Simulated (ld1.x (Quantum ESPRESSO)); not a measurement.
# What one change does to a pseudopotential (Nb, TM)

| Property | Result |
| --- | --- |
| Element | niobium (Nb) |
| Generator | ld1.x (Quantum ESPRESSO) 7.5 |
| Type | norm-conserving Troullier–Martins (Kleinman–Bylander form) |
| Functional | PBE |
| Relativity | scalar-relativistic |
| Frozen core | [Kr] |
| Valence charge | 5 |
| Reference configuration | 4d4 5s1 5p0 |
| Partial waves | 5s (bound): rc 2.95 bohr; 5p (bound, empty): rc 3.75 bohr; 4d (bound): rc 1.95 bohr |
| Local potential | the d channel |
| Core correction | a·sin(br)/r model core, default radius (core density twice the valence density) |

Change: core correction a·sin(br)/r model core inside 1.78 bohr.

Cutoffs: the cutoffs (Ry, on a coarse ladder) from which the occupation-weighted sum of valence levels, in a spherical-Bessel basis at the reference potential, stays within 10 and 1 mRy of its value at 400 Ry; they do not see the model core or the augmentation charge, which bear on the density cutoff. Errors are all-electron minus pseudo energies relative to the spin-unpolarised reference configuration.

How do hardness, ghosts and transferability respond?

The potential gets neither clearly harder nor softer (35 Ry and 40 Ry → 35 Ry and 40 Ry); both files keep a bound ghost (p, s); the errors of the 6 common tests hardly move. The default core radius of the base comes out at 1.65 bohr. A wider model core is smoother and lowers the density cutoff, which this test does not measure.

| quantity | base | changed |
| --- | --- | --- |
| cutoff, loose | 35 Ry | 35 Ry |
| cutoff, tight | 40 Ry | 40 Ry |
| bound ghosts | s, p | s, p |
| tests counted (converged, no solver errors) | 6 of 7 | 6 of 7 |
| error for 4d4 5s0 5p0, meV [ΔE 6.64 eV] | -16 | -16 |
| error for 4d3 5s0 5p0, meV [ΔE 20.68 eV] | -60 | -60 |
| error for 4d2 5s0 5p0, meV [ΔE 45.40 eV] | -442 | -434 |
| error for 4d4.5 5s0.5 5p0, meV [ΔE 0.56 eV] | -13 | -12 |
| error for 4d3 5s1 5p0, meV [ΔE 7.02 eV] | -44 | -43 |
| error for 4d5 5s0 5p0, meV [ΔE 1.27 eV] | -42 | -41 |
| s: phases at 4.03 bohr within 0.05 rad from the reference energy up to (Ry; the scan ends near 5) | 1.0 | 1.0 |
| p: phases at 4.03 bohr within 0.05 rad from the reference energy up to (Ry; the scan ends near 5) | n/a | n/a |
| d: phases at 4.03 bohr within 0.05 rad from the reference energy up to (Ry; the scan ends near 5) | 3.7 | 3.7 |

Base: Tests not counted: 4d3 5s1 5p1 (solver errors, printed error -2.2 eV). Changed file: Tests not counted: 4d3 5s1 5p1 (solver errors, printed error -2.2 eV). A true bound ghost makes a file unfit for plane-wave use even where its test errors are small: the radial tests pick states by their node count and pass the ghost by. Where a test does run into it, the solver fails or the error is huge.
